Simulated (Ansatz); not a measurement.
Calculated with Ansatz (gas phase, PBE0-D4/def2-TZVP geometries, no zero-point term in ΔE). CBS: MP2 limit from def2 TZ/QZ plus the TZ coupled-cluster correction, frozen cores. This one scheme is used for every species, atoms too. Functionals use def2-TZVPP. Open shells (•) are unrestricted, without spin–orbit coupling. Spin–orbit coupling would lower the free atoms: a little for B, C, O, Si. One conformer a species, not always the lowest.

`BC(B)O[SiH3]` → 2 B• + C• + 8 H• + O• + Si•  (atomization)

| species | r2SCAN-D4 energy (Eh) |
| --- | --- |
| `BC(B)O[SiH3]` | -457.24848 |
| B• | -24.63675 |
| C• | -37.83292 |
| H• | -0.49993 |
| O• | -75.05861 |
| Si• | -289.34127 |

(1) Work out ΔE.

Largest T1 diagnostic among the species: 0.014.

Results:

(1) ΔE = 8 × (-0.49993) + 2 × (-24.63675) + (-37.83292) + (-75.05861) + (-289.34127) − (-457.24848) = 1.74274 Eh = +4575.6 kJ/mol. CCSD(T)/CBS gives +4537.5 kJ/mol.

In def2-TZVPP, CCSD(T) changes the Hartree–Fock value by +949.1 kJ/mol (the triples alone add +48.8 kJ/mol) and MP2 by +1001.2 kJ/mol; breaking electron pairs costs correlation energy, which Hartree–Fock lacks. From PBE to PBE0 (25 % exact exchange), in def2-TZVPP and without D4, ΔE moves by −40.8 kJ/mol: exact exchange takes away binding that semilocal exchange gives to molecules. The D4 term adds +40.6 kJ/mol with B3LYP and +21.4 kJ/mol with PBE0; it sums over pairs of atoms, weighted by their polarisabilities, and B3LYP, whose exchange is more repulsive, gets the larger term.

B3LYP here is the variant with VWN-RPA as its local correlation; programs differ in this.

For atomizations the MP2-based limit and the directly extrapolated one differ by several kJ/mol either way, and by 10 to 25 for some Ge, Se and Sn compounds, so smaller differences from it don't rank the levels.
